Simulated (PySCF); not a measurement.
Compound: C₇H₇NOS.
Atom-mapped SMILES: `[OH:1][CH2:2][c:3]1[cH:4][c:5]2[nH:6][cH:7][cH:8][c:9]2[s:10]1`

Geometry (GFN2-xTB, Å), atoms numbered from 1 in this order:
```xyz
17
C7H7NOS angstrom
O      3.5098    0.2219    0.7731
C      2.7441   -0.6431   -0.0407
C      1.2713   -0.4665    0.1467
C      0.4770    0.4603   -0.4624
C     -0.8532    0.3729   -0.0040
N     -2.0501    0.9815   -0.2269
C     -2.9896    0.3919    0.5728
C     -2.4158   -0.6028    1.3214
C     -1.0567   -0.6196    0.9576
S      0.4127   -1.4573    1.3061
H      3.2096    1.1268    0.6323
H      3.0456   -1.6526    0.2467
H      2.9964   -0.4844   -1.1013
H      0.8294    1.1545   -1.2054
H     -2.2204    1.7386   -0.8664
H     -4.0100    0.7211    0.5544
H     -2.9070   -1.2312    2.0356
```

Probes without a nucleus sit at each ring's centroid and 1 Å off its mean plane on both sides; NICS is minus the shielding there, NICSzz its component along the normal. Level: GIAO PBE0/pcSseg-1 (PySCF, non-relativistic, gas phase) on the GFN2-xTB geometry, one conformer.

Rings: 1. C3–C4–C5–C9–S10; 2. C5–N6–C7–C8–C9.

```json
{"set": "P", "NICS(0)": "-11.5", "NICS(1), two faces": "-9.6 / -9.9", "NICS(1)zz, two faces": "-20.7 / -22.0"}
{"set": "Q", "NICS(0)": "-13.8", "NICS(1), two faces": "-11.0 / -10.9", "NICS(1)zz, two faces": "-28.6 / -28.5"}
```

**Question.** Which set (ppm) belongs to which ring?

**Answer.** P = 1, Q = 2.
- 1 (5-membered ring with S; formal bonds all aromatic): mean NICS(1)zz -21.3 ppm, shielded. For a flat ring without four-coordinate atoms the NICS criterion counts such a value as aromatic, though in fused rings the probe also feels the neighbouring ring.
- 2 (5-membered ring with N; formal bonds all aromatic): mean NICS(1)zz -28.5 ppm, shielded, aromatic by this magnetic criterion (flat ring, no four-coordinate atom), though in fused rings the probe also feels the neighbouring ring.

**Question.** How do the rings differ in shape?

**Answer.** 
| ring | bond lengths (Å) | rms pucker (Å) | HOMA | nearest outside atom to a NICS(1) probe (Å) |
| --- | --- | --- | --- | --- |
| 1 | 1.364, 1.410, 1.397, 1.727, 1.750 | 0.00 | 0.79 | hydrogen 2.53 |
| 2 | 1.361, 1.367, 1.371, 1.407, 1.397 | 0.00 | 0.93 | hydrogen 2.39 |

HOMA = 1 − mean of α(R − Ropt)² over the ring bonds, with Krygowski's 1993 parameters (CC: Ropt 1.388 Å, α 257.7 Å⁻²; CN: Ropt 1.334 Å, α 93.52 Å⁻²; CS: Ropt 1.677 Å, α 94.09 Å⁻²).

Time: 40 s wall. Hardware: Arm Neoverse V2, one thread (shared host). This is the whole shielding run at PBE0/pcSseg-1, SCF included.
